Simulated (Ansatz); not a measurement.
Molecule: CuF, net charge 0, triplet state. The spin state was set by rule; other spins were not relaxed. 
Structure (B3LYP-D3(BJ)/def2-TZVP (Ansatz, a quantum-chemistry and plane-wave program) minimum search):
```xyz
2

Cu     0.0000     0.0000    -0.4180
F      0.0000     0.0000     1.3470
```
Charge 0, spin multiplicity 3.

Dipole moments at this geometry, in debye (magnitudes).

```csv
level,program,dipole (D)
BLYP/def2-TZVPD,Ansatz,1.69
B3LYP/def2-TZVPD,Ansatz,2.19
r2SCANh/def2-TZVPD,Ansatz,2.10
HSE06/def2-TZVPD,Ansatz,2.22
CCSD(T)/def2-SVPD,Ansatz,2.60
```
